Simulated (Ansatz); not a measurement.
Consider the isomerisation: `CCOC(=O)OC` → `COC(=O)CCO`.

Gas-phase electronic energies from Ansatz, PBE0-D4/def2-TZVP geometries. CBS: MP2 limit from def2 TZ/QZ plus the TZ coupled-cluster correction, frozen cores. Each species was taken in one conformer, which may not be the lowest.

`CCOC(=O)OC`:

Z-matrix (Å, degrees):
```
C
C 1 1.508
H 1 1.092 2 110.8
H 1 1.093 2 109.7 3 119.5
H 1 1.091 2 110.7 3 -121.2
O 2 1.434 1 111.5 3 56.5
H 2 1.090 1 111.4 3 -59.5
H 2 1.091 1 111.3 3 178.4
C 6 1.327 2 115.6 1 83.3
O 9 1.202 6 126.5 2 1.7
O 9 1.330 6 108.0 2 -178.5
C 11 1.423 9 114.5 6 -179.7
H 12 1.088 11 105.6 9 -180.0
H 12 1.091 11 110.7 9 60.5
H 12 1.091 11 110.7 9 -60.4
```

`COC(=O)CCO`:

Cartesian coordinates in Å:
```
C 0.441 0.781 2.529
O 0.734 -0.085 1.436
C 0.027 0.129 0.326
O -0.824 0.982 0.242
C 0.430 -0.795 -0.786
C -0.554 -0.759 -1.943
O -0.630 0.507 -2.545
H 1.103 0.475 3.335
H -0.602 0.678 2.831
H 0.628 1.820 2.255
H 1.423 -0.484 -1.129
H 0.540 -1.806 -0.384
H -0.228 -1.459 -2.715
H -1.541 -1.092 -1.593
H -0.948 1.107 -1.859
```

```json
{"level": "HF/def2-TZVPP", "ΔE (eV)": "0.30"}
{"level": "CCSD(T)/def2-TZVPP", "ΔE (eV)": "0.15"}
```

Task: What does CCSD(T)/CBS give? (Best estimate.)

Result: The calculation gave: +0.12 eV. The listed levels differ from it by 0.18, 0.03 eV.

Largest T1 diagnostic among the species: 0.013.

In def2-TZVPP, CCSD(T) changes the Hartree–Fock value by −0.15 eV (the triples alone add −0.01 eV) and MP2 by −0.16 eV.
